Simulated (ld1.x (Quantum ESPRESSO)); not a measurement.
manganese, TM: configuration errors across variants

ld1.x (Quantum ESPRESSO) 7.5 input, shortened:

```
&input
   title='Mn', zed=25., rel=2, dft='PBE', iswitch=3,
   config='[Ar] 3d5 4s2 4p0', rel_dist='average'
 /
 &inputp
   pseudotype=2, tm=.true., lloc=0,
   nlcc=.false.
 /
3
4P  2  1   0.00   0.00  3.30  3.30  0.0
3D  3  2   5.00   0.00  2.05  2.05  0.0
4S  1  0   2.00   0.00  1.90  1.90  0.0
 &test
   configts(1)='3d5 4s2 4p0'
 /
```

Open shells are filled in proportion to 2j + 1 (rel_dist='average').

All-electron excitation energies from the reference (eV): (1) 3d5 4s1 4p0 8.416; (2) 3d5 4s0 4p0 24.015; (3) 3d4 4s0 4p0 56.534; (4) 3d6 4s1 4p0 -0.358; (5) 3d5 4s1 4p1 3.857; (6) 3d4 4s2 4p1 7.800; (7) 3d6 4s0 4p0 6.813.

Tests that are not counted but printed errors over 1 eV. “local potential the d channel”: 3d4 4s2 4p1 (solver errors, printed error -2.9 eV).

5 further variants failed, have other tests or another functional or relativity, and are left out.

A true bound ghost makes a file unfit for plane-wave use even where its test errors are small: the radial tests pick states by their node count and pass the ghost by. Where a test does run into it, the solver fails or the error is huge.

Errors AE − PS in meV (a dash: test not solved or not reliable):

| change | (1) | (2) | (3) | (4) | (5) | (6) | (7) | bound ghosts |
| --- | --- | --- | --- | --- | --- | --- | --- | --- |
| base | +12 | +118 | -28 | -113 | +5.8 | -134 | -109 | none |
| core correction a·sin(br)/r model core inside 1.58 bohr | -0.8 | -17 | -353 | -134 | +0.8 | -177 | -179 | none |
| all radii scaled by about 1.41 (s 2.68, p 4.66, d 2.90 bohr) | +7.1 | +18 | +164 | +109 | +7.1 | +327 | +244 | none |
| wave 4p (bound): rc 3.30 bohr becomes 4p (bound): rc 4.18 bohr | +12 | +118 | -28 | -113 | +9.3 | -113 | -109 | none |
| wave 4s (bound): rc 1.90 bohr becomes 4s (bound): rc 2.60 bohr | +11 | +109 | -35 | -123 | +4.7 | -153 | -126 | none |
| local potential the d channel | +12 | +119 | +65 | -78 | +5.5 | – | -61 | s, p3/2, p1/2 |
| all radii scaled by about 0.83 (s 1.58, p 2.74, d 1.70 bohr) | +18 | +135 | -131 | -94 | +6.6 | +130 | -105 | p3/2, p1/2 |

Q: Give the same row for: wave 3d (bound): rc 2.05 bohr becomes 3d (bound): rc 1.80 bohr.

A: +11, +119, -62, -151, +5.8, -222, -182; bound ghosts: none.
